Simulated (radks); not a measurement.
Spherical jellium clusters: N electrons in a uniform positive sphere of charge N and radius rs N^(1/3), rs = 5.86 bohr. Calculated with a radial shooting solver with Libxc functionals: non-relativistic Kohn-Sham, PBEsol, spin-polarised, spherical densities. Levels are named by radial order and angular momentum (1s, 1p, 1d, 2s, ...), and open shells are averaged over m.

N = 2, configuration 1s2. This is the lowest configuration that the search found. Occupied and some empty levels:

level,occupation,eigenvalue (eV),<r> (bohr)
1s,2,-2.3382,5.520
1p,0,-1.1957,7.325

Energy (eV): total -3.18635, kinetic 1.7420, external -17.573, Hartree 8.8730, exchange-correlation -5.0739, background 8.8455.
